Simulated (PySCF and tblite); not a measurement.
Results of a calculation; reference values are marked as such.
C₇H₇FS, numbered as in [F:1][CH2:2][C:3]1=[CH:4][CH:5]=[CH:6]/[C:7]1=[CH:8]\[SH:9].

Level: PBE0-D3(BJ)/def2-SVP (IEF-PCM, acetone)//GFN2-xTB, thermal terms from GFN2-xTB, symmetry numbers and mirror pairs counted. Conformers within 2.5 kcal/mol (GFN2-xTB free energy) were kept, 6 at most. GIAO shieldings: wB97X-D/pcSseg-1 (IEF-PCM, acetone). Shifts are against TMS (¹H), TMS (¹³C) at the same level. Run with PySCF (density fitting) and tblite.

Q: List the conformer-averaged shifts at 298.15 K.

A: ¹H: 7.91 (H8, 1H), 6.96 (H6, 1H), 6.77 (H5, 1H), 6.62 (H4, 1H), 5.80 (H2, 2H) ppm. ¹³C: 155.2 (C8), 145.1 (C7), 139.6 (C3), 138.3 (C5), 136.5 (C4), 126.3 (C6), 84.6 (C2) ppm.

Q: How do the conformers differ?

A: Torsions listed: F1–C2–C3–C4, C7–C8–S9–H9. The 5-ring runs over atoms 3–4–5–6–7. Of a mirror pair one member is shown.
```tsv
conformer	shape	weight %
1	5-ring flat; 130°, -179°	62.3
2	5-ring flat; 126°, -1°	35.5
3	5-ring flat; 1°, 0°	2.2
```

```csv
signal,1,2,3,average
H2,5.80,5.77,6.04,5.80
H4,6.60,6.66,6.49,6.62
H5,6.74,6.80,6.85,6.77
H6,6.93,7.01,6.85,6.96
H8,8.04,7.74,7.18,7.91
C2,84.8,84.0,86.6,84.6
C3,139.6,139.6,142.3,139.6
C4,136.4,137.1,129.9,136.5
C5,137.9,138.8,140.3,138.3
C6,126.8,125.7,123.4,126.3
C7,145.8,144.0,142.9,145.1
C8,155.6,155.0,150.4,155.2
```

The minima are those of GFN2-xTB; planar forms about aryl–S or allylic bonds may be saddles in DFT. H on N, O and S are left out: they exchange, and hydrogen bonds move them by several ppm. Shifts are unscaled: against experiment ¹³C can be off by 15 ppm or more and ¹H by 0.8 ppm.
